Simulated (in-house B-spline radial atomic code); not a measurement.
A run on neutral aluminium (an excited or competing configuration) that did not converge. Method: non-relativistic TPSSh, spin-polarised, spherical fractional occupations, exact exchange averaged over the configuration, point nucleus; computed with a B-spline radial code for spherical atoms.

Command:
```bash
python run_scf.py task.json out
```
Settings:
```
Z                13
configuration    [He] 2s2 2p5 3s2 3p1 4d1
hamiltonian      nr
method           tpssh
spin_polarised   True
exact_exchange   averaged over the configuration
```

First and last ten iterations of the last attempt (damped for 15 steps, keeping 80 % of the old Fock matrix, then DIIS):
```
 iter        energy (Eh)    residual
    1        -239.397490    1.93e-02
    2        -239.398770    1.26e-03
    3        -239.398809    1.02e-03
    4        -239.398842    8.27e-04
    5        -239.398869    6.65e-04
    6        -239.398890    5.33e-04
    7        -239.398908    4.26e-04
    8        -239.398922    3.39e-04
    9        -239.398933    2.87e-04
   10        -239.398943    2.62e-04
  111        -239.398970    2.73e-07
  112        -239.398970    2.73e-07
  113        -239.398970    2.73e-07
  114        -239.398970    2.73e-07
  115        -239.398970    2.73e-07
  116        -239.398970    2.73e-07
  117        -239.398970    2.73e-07
  118        -239.398970    2.73e-07
  119        -239.398970    7.81e-07
  120        -239.398970    5.89e-07
 not converged after 120 iterations
```

The smallest residual met was 2.7e-07; the threshold is about 1e-07. Over the last five steps the energy moves by less than 1e-08 hartree, but the orbitals didn't meet the threshold. Time taken, with all properties: 4.2 s on 1 thread of Intel(R) Xeon(R) 6975P-C, with other jobs on the host.
